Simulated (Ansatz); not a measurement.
Which isomer of BrGeH3Si gives these data?

These gas-phase data were calculated for one isomer of BrGeH3Si at PBE0-D3(BJ)/def2-SVP (harmonic, unscaled wavenumbers; equilibrium rotational constants with average atomic masses):

| Property | Result |
| --- | --- |
| rotational constants | 7.618, 1.057, 0.9392 GHz |
| all wavenumbers above 1500 cm⁻¹ | 2136, 2135, 2122 |

Candidates:

(1) `[GeH3][Si]Br`, a singlet
(2) `[SiH3][Ge][Br]`, a singlet

Question: Which candidate do the data belong to? Where the bands don't settle it, estimate the moments of inertia from typical bond lengths.

Answer: Candidate (1). The rotational constants decide: (2) would give 4.269, 1.621, 1.191 GHz.

The same quantities for all candidates:

|  | rotational constants (GHz) | wavenumbers above 1500 cm⁻¹ | E above the lowest, PBE0-D3(BJ)/def2-SVP (kcal/mol) |
| --- | --- | --- | --- |
| (1) | 7.618, 1.057, 0.9392 | 2136, 2135, 2122 | 15.7 |
| (2) | 4.269, 1.621, 1.191 | 2220, 2215, 2200 | 0.0 |

Programs: Ansatz 0.2.0.
